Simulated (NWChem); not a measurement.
Molecule: MoN$_{2}$H$_{4}$S$_{2}$; SMILES [Mo](=[NH])([NH2])(=[S])[SH]

```xyz
9

Mo     0.2351    -0.0989    -0.0601
N      0.9927    -0.0123    -1.5952
H      1.0618    -0.2954    -2.5734
S     -1.2431    -1.6131     0.0660
N      1.6122    -0.3914     1.2388
H      1.4483    -0.8282     2.1426
H      2.6044    -0.2615     1.0616
S     -0.7409     2.0280     0.1315
H     -1.4782     1.7273     1.2270
```
Atoms are numbered in this order, from 1.

Computed with NWChem. Medium grid unless said otherwise, to which SCAN and Minnesota functionals are sensitive. Geometry: optimised at PBE0/def2-SVP. No frequency run checked for a minimum. def2 effective core potentials on Mo; no spin-orbit coupling. Level r2SCAN/def2-SVP: single points from the atomic guess with DIIS by default; each run changes one setting, and all converged runs end within 0.3 mHa of each other. NWChem's automatic level shift, which a small gap switches on, acted in some of these runs.

Q: Which setting needs the most SCF iterations, or fails (DIIS on 3 Fock matrices; no DIIS, 40 % damping; defaults; no level shifting; level shift of 0.5 Ha throughout)?

A: DIIS on 3 Fock matrices, with 81 against 12 for the defaults.
```csv
setting,SCF iterations
defaults,12
no level shifting,12
level shift of 0.5 Ha throughout,23
"no DIIS, 40 % damping",26
DIIS on 3 Fock matrices,81
```
